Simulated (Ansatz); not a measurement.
## Worked example: CHBr2I + BH2I → CHBrI2 + BH2Br

Gas-phase species: CHBr2I (dibromoiodomethane) `BrC(Br)I`, singlet; BH2I `BI`, singlet; CHBrI2 `BrC(I)I`, singlet; BH2Br `BBr`, singlet. The partners trade Br for I: C–Br and B–I bonds give way to C–I and B–Br.

Shapes, held fixed at every level: PBE0-D4/def2-TZVP. Programs: Ansatz 0.2.0. The zero-point and thermal change to 298 K, harmonic and unscaled (PBE0-D4/def2-TZVP), is +0.4 kJ/mol.

At CCSD(T)/def2-TZVPP; 1 Eh = 2625.50 kJ/mol:

```
species   energy (Eh)
 CHBr2I  -5481.173576
   BH2I   -323.125743
 CHBrI2  -3205.606009
  BH2Br  -2598.702326
```

Task: Work out ΔH(298 K) of the reaction at this level.

Result: 
1. Products less reactants: (-3205.606009) + (-2598.702326) − [(-5481.173576) + (-323.125743)] = -0.009016 Eh = -23.7 kJ/mol.
2. With the thermal change: -23.7 + (+0.4) = -23.3 kJ/mol.

Other levels give -26.2 (BHLYP-D4/def2-TZVPP) to -21.3 kJ/mol (PBE-D4/def2-TZVPP). No measured value is set beside it here. For atoms past krypton def2 sets carry core potentials with scalar relativity. Relativity is left out for Br. Outer-core shells of Br, I are correlated, in sets that cover them unevenly.
